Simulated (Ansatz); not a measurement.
`OB[SiH2][AlH2]` → `O[BH][AlH2]` + `[SiH2]`  (silylene formation by 1,1-elimination)

Program: Ansatz. Geometries: PBE0-D4/def2-TZVP. ΔE: electronic, gas phase. CCSD(T)/CBS is the MP2 limit (def2-TZVPP, def2-QZVPP) plus CCSD(T) − MP2 in def2-TZVPP, frozen cores. This one scheme is used for every species. Functionals use def2-TZVPP. HSE06 is defined as in plane-wave codes. Each species was taken in one conformer, which may not be the lowest.

`OB[SiH2][AlH2]`:

```xyz
10

O     0.783    2.235   -0.097
B    -0.181    1.423    0.396
Si    0.276   -0.489    0.857
Al   -0.258   -1.883   -1.090
H     0.467    3.116   -0.317
H    -1.308    1.840    0.499
H    -0.587   -0.936    1.993
H     1.703   -0.658    1.258
H    -1.775   -2.117   -1.509
H     0.881   -2.532   -1.989
```

`O[BH][AlH2]`:

Z-matrix (Å, degrees):
```
B
Al 1 2.147
O 1 1.358 2 119.1
H 1 1.212 2 123.6 3 -180.0
H 2 1.595 1 121.6 3 91.6
H 2 1.595 1 121.6 3 -90.9
H 3 0.962 1 113.8 2 -180.0
```

`[SiH2]`:

Cartesian coordinates in Å:
```
Si -0.348 0.441 -0.436
H -0.257 -1.075 -0.302
H 0.605 0.634 0.738
```

CCSD(T)/CBS gives +266.0 kJ/mol.

Another level gave +262.0 kJ/mol. Which?
A. revPBE/def2-TZVPP
B. revPBE-D4/def2-TZVPP
C. HSE06/def2-TZVPP
D. r2SCAN0/def2-TZVPP

A. revPBE 262.0, r2SCAN0 291.6, revPBE-D4 276.6, HSE06 282.4 kJ/mol.

Largest T1 diagnostic among the species: 0.015.

From BLYP to BHLYP (50 % exact exchange), in def2-TZVPP and without D4, ΔE moves by +16.7 kJ/mol. The D4 term adds +11.3 kJ/mol with B3LYP and +6.2 kJ/mol with PBE0; it sums over pairs of atoms, weighted by their polarisabilities, and B3LYP, whose exchange is more repulsive, gets the larger term. In def2-TZVPP, CCSD(T) changes the Hartree–Fock value by +24.3 kJ/mol (the triples alone add +6.4 kJ/mol) and MP2 by +39.1 kJ/mol.

B3LYP here is the variant with VWN-RPA as its local correlation; programs differ in this.
